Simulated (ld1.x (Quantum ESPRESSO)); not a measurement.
# Scattering properties, TM potential for As

ld1.x (Quantum ESPRESSO) 7.5 input, shortened:

```
&input
   title='As', zed=33., rel=2, dft='PBESOL', iswitch=3,
   config='[Ar] 3d10 4s2 4p2 4d-2', rel_dist='average'
 /
 &inputp
   pseudotype=2, tm=.true., lloc=-2, rcloc=1.80,
   nlcc=.false.
 /
3
4S  1  0   2.00   0.00  1.20  1.20  0.0
4P  2  1   2.00   0.00  2.05  2.05  0.0
4D  3  2  -2.00   0.25  2.25  2.25  0.0
 &test
   configts(1)='4s2 4p2'
 /
```

Open shells are filled in proportion to 2j + 1 (rel_dist='average').

The phase is arctan(r·u′/u) with u = r·R(r), unwrapped; energies in Ry, scanned from -4 to 5 Ry. A pole is an energy at which the radial function vanishes at the test radius. The pseudo phase is shifted by a multiple of π to meet the all-electron one at the reference energy, and phase errors are pseudo minus all-electron; the curves can meet again beyond the range given. Levels narrower than the energy grid can be missing from the lists of poles.

```csv
channel,radius (bohr),reference energy (Ry),"poles, all-electron","poles, pseudo",unbroken range about the reference energy with phases within 0.05 rad,phase error 1 Ry above the reference energy (rad)
s,2.45,-1.72,-0.78,"-0.79, 4.46",below 1.2,-0.003
p1/2,2.45,-1.00,0.41,0.39,below 2.4,-0.002
p3/2,2.45,-0.97,0.49,0.47,below 2.5,-0.003
d3/2,2.45,0.25,"-3.72, 2.64",2.50,-3.6 to 3.9,-0.009
d5/2,2.45,0.25,"-3.67, 2.66",2.51,-3.6 to 3.9,-0.009
```

Phases in the s channel:

```json
{"E (Ry)": "-4.00", "all-electron": "1.276", "pseudo": "1.276"}
{"E (Ry)": "-3.76", "all-electron": "1.253", "pseudo": "1.252"}
{"E (Ry)": "-3.52", "all-electron": "1.224", "pseudo": "1.223"}
{"E (Ry)": "-3.28", "all-electron": "1.184", "pseudo": "1.183"}
{"E (Ry)": "-3.04", "all-electron": "1.128", "pseudo": "1.127"}
{"E (Ry)": "-2.80", "all-electron": "1.042", "pseudo": "1.040"}
{"E (Ry)": "-2.56", "all-electron": "0.892", "pseudo": "0.890"}
{"E (Ry)": "-2.32", "all-electron": "0.588", "pseudo": "0.585"}
{"E (Ry)": "-2.08", "all-electron": "-0.068", "pseudo": "-0.071"}
{"E (Ry)": "-1.84", "all-electron": "-0.819", "pseudo": "-0.819"}
{"E (Ry)": "-1.60", "all-electron": "-1.200", "pseudo": "-1.200"}
{"E (Ry)": "-1.36", "all-electron": "-1.380", "pseudo": "-1.381"}
{"E (Ry)": "-1.12", "all-electron": "-1.482", "pseudo": "-1.484"}
{"E (Ry)": "-0.88", "all-electron": "-1.549", "pseudo": "-1.551"}
{"E (Ry)": "-0.64", "all-electron": "-1.598", "pseudo": "-1.601"}
{"E (Ry)": "-0.40", "all-electron": "-1.637", "pseudo": "-1.642"}
{"E (Ry)": "-0.16", "all-electron": "-1.671", "pseudo": "-1.677"}
{"E (Ry)": "0.08", "all-electron": "-1.702", "pseudo": "-1.710"}
{"E (Ry)": "0.32", "all-electron": "-1.732", "pseudo": "-1.743"}
{"E (Ry)": "0.56", "all-electron": "-1.762", "pseudo": "-1.778"}
{"E (Ry)": "0.80", "all-electron": "-1.796", "pseudo": "-1.819"}
{"E (Ry)": "1.04", "all-electron": "-1.833", "pseudo": "-1.867"}
{"E (Ry)": "1.28", "all-electron": "-1.876", "pseudo": "-1.930"}
{"E (Ry)": "1.52", "all-electron": "-1.930", "pseudo": "-2.018"}
{"E (Ry)": "1.76", "all-electron": "-2.001", "pseudo": "-2.155"}
{"E (Ry)": "2.00", "all-electron": "-2.098", "pseudo": "-2.392"}
{"E (Ry)": "2.24", "all-electron": "-2.239", "pseudo": "-2.835"}
{"E (Ry)": "2.48", "all-electron": "-2.460", "pseudo": "-3.482"}
{"E (Ry)": "2.72", "all-electron": "-2.804", "pseudo": "-3.981"}
{"E (Ry)": "2.96", "all-electron": "-3.266", "pseudo": "-4.252"}
{"E (Ry)": "3.20", "all-electron": "-3.697", "pseudo": "-4.404"}
{"E (Ry)": "3.44", "all-electron": "-3.994", "pseudo": "-4.501"}
{"E (Ry)": "3.68", "all-electron": "-4.181", "pseudo": "-4.569"}
{"E (Ry)": "3.92", "all-electron": "-4.303", "pseudo": "-4.621"}
{"E (Ry)": "4.16", "all-electron": "-4.387", "pseudo": "-4.664"}
{"E (Ry)": "4.40", "all-electron": "-4.448", "pseudo": "-4.702"}
{"E (Ry)": "4.64", "all-electron": "-4.494", "pseudo": "-4.739"}
{"E (Ry)": "4.88", "all-electron": "-4.530", "pseudo": "-4.776"}
```
